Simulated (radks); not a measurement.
The numbers below are computed, except where a source is named.
Q: Valence configurations of V II (all share [Ar]). Code: a radial shooting solver on a logarithmic mesh with Libxc functionals. Model: non-relativistic Kohn-Sham, r2SCAN, spin-polarised, spherical densities, point nucleus; open shells are filled with parallel spins first; meta-GGA in the generalised Kohn-Sham scheme. Order these by energy: 3d3.5 4p0.5; 3d2 4s1 4p1; 3d1 4p3; 3d3 4p1; 3d4; 3d2.5 4p1.5; 3d1.5 4s0.5 4p2; 3d3.5 4s0.5; 3d1.5 4s2 4p0.5; 3d3 4s1.

A: From the lowest, in eV above it: 3d4 0.000; 3d3.5 4s0.5 0.446; 3d3 4s1 1.307; 3d3.5 4p0.5 2.457; 3d3 4p1 5.652; 3d2.5 4p1.5 9.690; 3d2 4s1 4p1 9.802; 3d1.5 4s2 4p0.5 12.852; 3d1.5 4s0.5 4p2 18.147; 3d1 4p3 27.879. NIST lists [Ar] 3d4 as the ground configuration; this level of theory agrees among the configurations tried. The energies are those of spherical high-spin densities, not of single terms.
